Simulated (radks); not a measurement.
The numbers below are computed, except where a source is named.
Species: Zr3+. Configuration: [Kr] 4d1. Code: a radial shooting solver on a logarithmic mesh with Libxc functionals. Model: Dirac Kohn-Sham, Wu-Cohen GGA, spin-unpolarised, spherical densities, point nucleus; open shells are shared between the two j in proportion to 2j + 1.

Normalised radial functions P(r) = r R(r) (large component), r in bohr:

```
   r/bohr * 4s1/2, o 4p1/2, + 4d5/2 (the largest magnitude, 1.06, reaches the edge; | marks zero, & curves that meet)
  0.00282                             & *
 0.003701                             & *
 0.004858                             &  *
 0.006377                             &   *
 0.008303                             +o  *
   0.0109                             +o   *
  0.01431                             +o   *
  0.01878                             + o  *
  0.02465                             +  o *
  0.03209                             +   &
  0.04212                             +*    o
  0.05529                           * |+     o
  0.07258                       *     | +     o
   0.0945                    *        |  +    o
    0.124                    *        |   + o
   0.1628                         *   |o    +
   0.2137                       o     |   *   +
   0.2805                 o           |        +  *
   0.3653                o            |       +     *
   0.4794                       o     |   +  *
   0.6293                     *     + |     o
    0.826       *           +         |                 o
    1.076  *         +                |                        o
    1.412       * +                   |                      o
    1.853          +      *           |              o
    2.432               +        *    |      o
    3.193                     +      *| o
    4.157                          +  &
    5.457                            +&
```

4s1/2: eigenvalue -81.523 eV, 3 radial nodes at r = 0.0471, 0.191, 0.550 bohr, <r> = 1.20 bohr, 90 % of the charge inside 1.75 bohr. 4p1/2: eigenvalue -60.420 eV, 2 radial nodes at r = 0.167, 0.556 bohr, <r> = 1.32 bohr, 90 % of the charge inside 1.95 bohr. 4d5/2: eigenvalue -28.078 eV, 1 radial node at r = 0.580 bohr, <r> = 1.83 bohr, 90 % of the charge inside 2.83 bohr.
